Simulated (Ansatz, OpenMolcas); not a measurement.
## Worked example: vertical ionisation energy of C2H4GaN (SMILES N=C=[CH][GaH2])

C2H4GaN: 8 atoms, total charge 0, spin state singlet. SMILES: `N=C=[CH][GaH2]`. The coordinates come from a PBE0-D4/def2-TZVP relaxation.

Both states at this one shape; open shells run unrestricted unless said. 1 Eh = 27.2114 eV.

| level | program | singlet C2H4GaN (Eh) | doublet C2H4GaN+ (Eh) | HOMO of the first (eV) |
| --- | --- | --- | --- | --- |
| B3LYP/def2-SVP | Ansatz | -2057.872769 | -2057.536281 | -6.76 |
| M06-2X/def2-SVP | OpenMolcas | -2057.752358 | -2057.410545 | -8.12 |
| wB97M-V/def2-SVP | Ansatz | -2057.655645 | -2057.319130 | -9.10 |

Task: Work out the vertical ionisation energy at each level.

Result: 
1. B3LYP/def2-SVP: -2057.536281 − (-2057.872769) = 0.336488 Eh = 9.16 eV; −ε(HOMO) = 6.76 eV.
2. M06-2X/def2-SVP: -2057.410545 − (-2057.752358) = 0.341813 Eh = 9.30 eV; −ε(HOMO) = 8.12 eV.
3. wB97M-V/def2-SVP: -2057.319130 − (-2057.655645) = 0.336515 Eh = 9.16 eV; −ε(HOMO) = 9.10 eV.

No measured value is set beside it here; the levels span 9.16 to 9.30 eV. All-electron rows are non-relativistic unless named.
